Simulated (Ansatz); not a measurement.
## Molecular dynamics of ClH5OSi2

The input (input.yaml):

```yaml
crystal:
  periodic: [false, false, false]
  atoms:
    - { symbol: Si, position_ang: [-0.145093, -0.000736, 0.231616] }
    - { symbol: H, position_ang: [0.750665, 0.160722, 1.369627] }
    - { symbol: Cl, position_ang: [1.065563, -0.324993, -1.495801] }
    - { symbol: O, position_ang: [-1.039413, 1.427856, 0.107019] }
    - { symbol: Si, position_ang: [-2.270331, 1.448833, -1.111421] }
    - { symbol: H, position_ang: [-3.139758, 0.277204, -1.009321] }
    - { symbol: H, position_ang: [-3.035161, 2.660206, -0.857161] }
    - { symbol: H, position_ang: [-1.693309, 1.494028, -2.452034] }
    - { symbol: H, position_ang: [-0.964863, -1.210219, 0.346376] }
basis:
  gaussian: { orbitals: STO-3G }
hamiltonian:
  xc: pbe
  dispersion: d4
md:
  timestep: 0.5
  n_steps: 250
  ensemble: nvt_nose_hoover
  temperature: 400.0
  initial_velocities: maxwell_boltzmann
  seed: 918643
  nose_hoover: { tau: 50.0, chain_length: 3 }
```

Launched with:

```bash
$ ansatz run input.yaml --threads 1 --pin off --max-ram 2048MiB --backend cpu --events-out ev --progress --plain --runs-dir out
```

It starts from a relaxed structure.

Output, in part (step lines, the closing report, with atoms numbered from 0):

```
md step     0: t =     0.00 fs  T =   400.0 K  F+E_penalty+E_count = -30044.65574579 eV  E_kin = 0.361928 eV  conserved = -30044.29381779 eV  (22 SCF iters)
md step     1: t =     0.50 fs  T =   392.0 K  F+E_penalty+E_count = -30044.64837566 eV  E_kin = 0.354672 eV  conserved = -30044.29370418 eV  (21 SCF iters)
md step     2: t =     1.00 fs  T =   369.2 K  F+E_penalty+E_count = -30044.62749925 eV  E_kin = 0.334052 eV  conserved = -30044.29344910 eV  (21 SCF iters)
md step     3: t =     1.50 fs  T =   335.9 K  F+E_penalty+E_count = -30044.59704497 eV  E_kin = 0.303935 eV  conserved = -30044.29311848 eV  (21 SCF iters)
md step     4: t =     2.00 fs  T =   297.8 K  F+E_penalty+E_count = -30044.56217514 eV  E_kin = 0.269418 eV  conserved = -30044.29278151 eV  (21 SCF iters)
md step     5: t =     2.50 fs  T =   260.5 K  F+E_penalty+E_count = -30044.52818863 eV  E_kin = 0.235739 eV  conserved = -30044.29249962 eV  (19 SCF iters)
md step     6: t =     3.00 fs  T =   229.1 K  F+E_penalty+E_count = -30044.49955334 eV  E_kin = 0.207327 eV  conserved = -30044.29231529 eV  (19 SCF iters)
md step     7: t =     3.50 fs  T =   206.8 K  F+E_penalty+E_count = -30044.47920910 eV  E_kin = 0.187099 eV  conserved = -30044.29225005 eV  (19 SCF iters)
[... lines left out ...]
Total energy: -30044.33811112 eV, -1104.1090607998 hartree
Atom 0 at    -0.227269    -0.061617     0.104402 Å, force    -0.046405    -0.206384     1.679243 eV/Å
Atom 1 at     0.464257    -0.074814     1.467272 Å, force    -0.452399     0.148089    -1.404151 eV/Å
Atom 2 at     1.224029    -0.327893    -1.423944 Å, force     0.065314    -0.044358    -0.063424 eV/Å
Atom 3 at    -0.953308     1.473730    -0.068101 Å, force     0.723060    -0.267985     0.144761 eV/Å
Atom 4 at    -2.400537     1.500408    -0.998079 Å, force    -0.621758    -2.936045     1.635691 eV/Å
Atom 5 at    -3.457267     1.127374     0.012297 Å, force     0.408528     0.304634    -0.916636 eV/Å
Atom 6 at    -2.634325     2.775122    -1.475033 Å, force    -0.223544     1.951237    -0.834320 eV/Å
Atom 7 at    -2.360195     0.454297    -2.033671 Å, force    -0.169012     0.391608    -0.038789 eV/Å
Atom 8 at    -1.117186    -1.266889     0.065530 Å, force     0.316215     0.659203    -0.202376 eV/Å
Dipole moment:    -0.576122     0.094440     0.220157 e Å
```

The steps, from the saved trajectory:

```csv
time (fs),T (K),potential energy less start (eV),conserved less start (meV/atom)
0,400,0.000,0.00
4,195,0.188,0.17
8,138,0.239,0.09
12,187,0.196,0.06
16,222,0.170,0.16
20,326,0.082,0.03
24,202,0.202,0.13
28,168,0.241,0.16
32,278,0.149,0.06
36,231,0.205,0.17
40,239,0.211,0.13
44,265,0.200,0.10
48,250,0.231,0.19
52,316,0.190,0.09
56,233,0.281,0.16
60,236,0.295,0.20
64,366,0.194,0.09
68,304,0.269,0.19
72,267,0.318,0.18
76,359,0.246,0.09
80,300,0.314,0.23
84,342,0.286,0.13
88,356,0.283,0.12
92,315,0.332,0.24
96,357,0.301,0.10
100,270,0.387,0.20
104,316,0.354,0.25
108,503,0.193,0.07
112,291,0.395,0.28
116,228,0.457,0.21
120,311,0.386,0.15
124,343,0.368,0.32
```

The run went to its last step. The conserved energy stayed within 0.34 meV per atom of its start (net change 0.27 meV per atom), so the integration is sound. The mean temperature of the second half is 19 % below the set value. A run of 0.12 ps of so small a system gives no equilibrium averages. Limits of this set-up: minimal basis.

The same pairs are bonded in the first frame and the last. Pairs count as bonded within 1.25 times the sum of covalent radii (0.12 Å more for H–H).

Last frame:

```xyz
9
Properties=species:S:1:pos:R:3
Si -0.227 -0.062 0.104
H 0.464 -0.075 1.467
Cl 1.224 -0.328 -1.424
O -0.953 1.474 -0.068
Si -2.401 1.500 -0.998
H -3.457 1.127 0.012
H -2.634 2.775 -1.475
H -2.360 0.454 -2.034
H -1.117 -1.267 0.066
```

Run time: 6.8 min on 1 thread of Arm Neoverse V1, on a shared host, peak memory 0.091 GiB.
